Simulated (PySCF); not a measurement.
H6PSi2, SMILES [SiH3][P][SiH3], multiplicity 2.

Coordinates come from a B3LYP-D3(BJ)/def2-SVP optimisation. The isomer is the one that the SMILES or the coordinates give; other isomers of the formula were not compared.

Two levels are set side by side: PBE/def2-TZVPD (PySCF) and ωB97X/def2-TZVPD (PySCF). Same geometry, gas phase. Differences are taken from unrounded values.

```csv
quantity,PBE
α-spin orbital gap (eV),5.02
β-spin orbital gap (eV),1.94
dipole moment (D),0.52
mean polarisability (bohr³),92.5
```

Question: These are the PBE values. What does ωB97X give? (Estimate from the structure and the level; the computed values follow.)

Answer: 
```json
[
 {"quantity": "α-spin orbital gap (eV)", "ωB97X": "11.03", "PBE minus ωB97X": "-6.00"},
 {"quantity": "β-spin orbital gap (eV)", "ωB97X": "8.05", "PBE minus ωB97X": "-6.11"},
 {"quantity": "dipole moment (D)", "ωB97X": "0.62", "PBE minus ωB97X": "-0.10"},
 {"quantity": "mean polarisability (bohr³)", "ωB97X": "87.1", "PBE minus ωB97X": "5.4"}
]
```

PBE's more diffuse valence density responds more strongly to a field. Differences between two approximate levels are no errors against the true value.

Rough cost on one machine, each run with all the roots and properties that it gave: ωB97X against PBE within a factor of 2.
